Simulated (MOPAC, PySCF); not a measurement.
H2Cl2Si, SMILES `Cl[SiH2]Cl`, neutral singlet in the gas phase. 

Cartesian coordinates (Å):
```xyz
5

Cl     1.7155     0.9722    -0.0642
Si    -0.0048    -0.1444     0.0092
Cl    -1.6475     1.0832    -0.0667
H     -0.0299    -0.8778     1.2828
H     -0.0333    -1.0332    -1.1611
```
Charge 0, spin multiplicity 1.

All levels are single points at this geometry (B3LYP-D3(BJ)/def2-TZVP); Pople sets use spherical d functions. Orbital energies aren't observables, and empty levels follow the basis.

```json
[
 {"level": "B3LYP-D3(BJ)/def2-TZVP in PySCF", "HOMO (eV)": "-8.87", "LUMO (eV)": "-0.25", "gap (eV)": "8.63", "dipole (D)": "1.21", "vertical IE, Delta-SCF (eV)": "–"},
 {"level": "B3LYP/3-21G in PySCF", "HOMO (eV)": "-9.03", "LUMO (eV)": "-0.59", "gap (eV)": "8.44", "dipole (D)": "2.33", "vertical IE, Delta-SCF (eV)": "–"},
 {"level": "BP86/6-31G* in PySCF", "HOMO (eV)": "-7.86", "LUMO (eV)": "-1.02", "gap (eV)": "6.84", "dipole (D)": "1.54", "vertical IE, Delta-SCF (eV)": "–"},
 {"level": "SVWN5/6-31G* in PySCF", "HOMO (eV)": "-7.79", "LUMO (eV)": "-1.17", "gap (eV)": "6.61", "dipole (D)": "1.57", "vertical IE, Delta-SCF (eV)": "10.92"},
 {"level": "HF/3-21G in PySCF", "HOMO (eV)": "-12.68", "LUMO (eV)": "2.96", "gap (eV)": "15.64", "dipole (D)": "2.85", "vertical IE, Delta-SCF (eV)": "–"},
 {"level": "HF/6-31G* in PySCF", "HOMO (eV)": "-12.49", "LUMO (eV)": "3.23", "gap (eV)": "15.71", "dipole (D)": "1.94", "vertical IE, Delta-SCF (eV)": "11.90"},
 {"level": "HF/STO-3G in PySCF", "HOMO (eV)": "-10.70", "LUMO (eV)": "7.81", "gap (eV)": "18.51", "dipole (D)": "2.99", "vertical IE, Delta-SCF (eV)": "–"},
 {"level": "PM6 in MOPAC", "HOMO (eV)": "-11.05", "LUMO (eV)": "-0.70", "gap (eV)": "10.34", "dipole (D)": "1.39", "vertical IE, Delta-SCF (eV)": "–"},
 {"level": "PM7 in MOPAC", "HOMO (eV)": "-11.75", "LUMO (eV)": "-1.24", "gap (eV)": "10.51", "dipole (D)": "2.17", "vertical IE, Delta-SCF (eV)": "–"}
]
```
